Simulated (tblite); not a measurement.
Species: C4H9F3N2Si.
Cartesian coordinates in Å at the GFN2-xTB level; atoms count from 1:
```
atom  x, y, z in Å
C1    -1.4812   -1.4973   -0.1109
C2    -0.6737   -0.2960    0.3713
N3    -1.3632    0.9398    0.0738
Si4   -0.3238    2.2509   -0.3068
N5     1.0316    1.1959   -0.4331
C6     0.6887   -0.1914   -0.3425
C7     1.7747   -0.9247    0.4409
F8     1.9417   -0.4496    1.6797
F9     2.9698   -0.8310   -0.1674
F10    1.5252   -2.2403    0.5678
H11   -1.7010   -1.3906   -1.1705
H12   -2.4206   -1.5530    0.4339
H13   -0.9318   -2.4206    0.0512
H14   -0.4937   -0.3937    1.4538
H15   -2.2480    1.0280    0.5424
H16   -0.7935    2.8478   -1.5580
H17   -0.0261    3.2307    0.7377
H18    1.8760    1.3886   -0.9424
H19    0.6389   -0.6844   -1.3283
```

Calculated harmonic vibrations of the isolated species, GFN2-xTB (tblite), most abundant isotopes, no scaling. Against measured fundamentals such values can be off by several per cent, at times by over 20. Modes of hydrogen on silicon can be 10 to 20 % off. One conformer, not necessarily the lowest.

Harmonic wavenumbers (cm⁻¹): 39.8, 69.9, 96.1, 154.0, 210.8, 222.8, 268.8, 313.9, 377.1, 384.3, 402.7, 430.3, 467.1, 472.9, 509.1, 536.0, 564.3, 596.7, 634.2, 702.9, 812.0, 832.3, 867.0, 883.3, 929.6, 1002.4, 1042.9, 1062.6, 1076.8, 1103.0, 1146.5, 1183.3, 1192.6, 1227.4, 1250.3, 1285.9, 1310.4, 1323.2, 1368.2, 1405.3, 1484.6, 1494.8, 2231.0, 2267.3, 2823.9, 2842.6, 3038.1, 3041.5, 3050.8, 3500.7, 3505.3.

A = 1767, B = 897.2, C = 692.8 MHz; mass 170.049 u (most abundant isotopes); point group C1, symmetry number 1.

Zero-point energy?

½Σν̃ = 29520 cm⁻¹ = 353.13 kJ/mol.

What is S at 400 K and 1 bar for an ideal gas of classical rigid rotors and harmonic oscillators?

Translation 179.02, rotation 129.44, vibration 185.60: S = 494.1 J/(mol K).

And Cp and H(400 K) − H(0)?

Cp = 228.16 J/(mol K), of which vibrations give 194.90 (their classical limit is 51 R = 424.0); H(400 K) − H(0) = 52.78 kJ/mol without the zero-point energy, 39.48 from vibrations.

What must be added to the electronic energy to get the Gibbs energy at 400 K and 1 bar?

ZPE + [H(400 K) − H(0)] − T·S = 353.13 + 52.78 − 197.62 = 208.29 kJ/mol.

Blend soft modes into free rotors: weight 1/[1 + (100 cm⁻¹/ν̃)⁴] for the oscillator and the rest for a rotor with moment μB/(μ + B), μ = h/(8π²ν), B = 10⁻⁴⁴ kg m². What vibrational entropy results?

171.75 J/(mol K) in place of 185.60, which changes −T·S at 400 K by +5.54 kJ/mol.

Which modes carry the vibrational entropy at 400 K?

39.8 cm⁻¹: 24.48; 69.9 cm⁻¹: 19.82; 96.1 cm⁻¹: 17.19; 154.0 cm⁻¹: 13.33; 210.8 cm⁻¹: 10.81; 222.8 cm⁻¹: 10.37 J/(mol K); the other 45 give 89.60 together.

Hindered rotation and anharmonicity are outside this model. Other conformers, if any are populated, would add a mixing term that is left out. The structure is chiral; the term R ln 2 for an equal mix with its mirror image is left out.
